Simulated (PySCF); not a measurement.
**Dipole moment and polarisability of `C#CC[SiH2]O`**

Species: C₃H₆OSi.
Atom-mapped SMILES: `[CH:1]#[C:2][CH2:3][SiH2:4][OH:5]` (hydrogens: H6 on C1; H7, H8 on C3; H9, H10 on Si4; H11 on O5)

Cartesian coordinates in Å at the GFN2-xTB level; atoms count from 1:
```xyz
11
C3H6OSi angstrom
C      2.316    0.494    0.180
C      1.362   -0.225    0.097
C      0.170   -1.030    0.007
Si    -1.357    0.056   -0.399
O     -1.480    1.278    0.665
H      3.179    1.087    0.250
H      0.313   -1.793   -0.758
H      0.023   -1.545    0.959
H     -1.212    0.569   -1.762
H     -2.590   -0.686   -0.177
H     -0.719    1.797    0.913
```

Level: CAM-B3LYP/def2-SVPD (PySCF), static field, nuclei fixed, core orbitals frozen in the response. The polarisability tensor in these axes (au):

```
x   77.31  7.52  3.06
y    7.52 59.66  1.05
z    3.06  1.05 52.27
```

**Question.** Diagonalise the tensor; give its mean and Δα, where Δα² is half the sum of the squared differences of the eigenvalues.

**Answer.** Principal values 51.89, 56.89 and 80.45 au; mean 63.08 au = 9.35 Å³ = 10.40 × 10⁻⁴⁰ C²·m²/J; Δα = 26.41 au (42 % of the mean).

**Question.** What is the dipole moment, and where does it point?

**Answer.** (0.83, -0.44, -0.19) D, 0.96 D in size, pointing from the negative to the positive side. Measured along this direction, the outermost atoms are O5 and H10 at the negative end and H6 at the positive end.

**Question.** Form Σ f/ω² (atomic units) for the 8 lowest TDDFT singlets, given as eV and f, and set it beside the mean polarisability, which is this sum over all singlets: 6.51, 0.0015; 6.76, 0.0270; 6.86, 0.0012; 7.00, 0.0073; 7.38, 0.0282; 7.45, 0.0076; 7.86, 0.0146; 8.12, 0.0159.

**Answer.** They add up to 1.43 au, 2.3 % of the 63.08 au; the largest single term is 0.44 au, from the state at 6.76 eV. Terms in order: 0.03, 0.44, 0.02, 0.11, 0.38, 0.10, 0.17, 0.18 au. Higher excitations give the rest. The strengths listed sum to 0.103.

**Question.** Give the eigenvalues of the traceless quadrupole moment Θ = ½Σq(3rr − r²1), origin at the centre of nuclear charge.

**Answer.** -7.05, -1.59, 8.64 D·Å. The values depend on the origin, since the dipole doesn't vanish. The electronic extent ⟨r²⟩ about the same centre is 610 bohr², a root-mean-square distance of 1.93 Å for the 46 electrons.

**Question.** Orientational against electronic polarisability at 350 K (dilute gas, rigid molecules)?

**Answer.** In Gaussian units μ²/3kT = 6.41 Å³ against 9.35 Å³, a ratio of 0.69; the Debye molar polarisation (4π/3)N_A(α + μ²/3kT) is 39.8 cm³/mol, leaving out the vibrational part.

**Question.** Molar refractivity from α?

**Answer.** Lorentz–Lorenz: R = (4π/3)N_A α = 2.5225 cm³/(mol·Å³) × 9.35 Å³ = 23.6 cm³/mol, in the limit of long wavelengths.

The structure is a single GFN2-xTB conformer in the gas phase; no vibrational or solvent corrections.
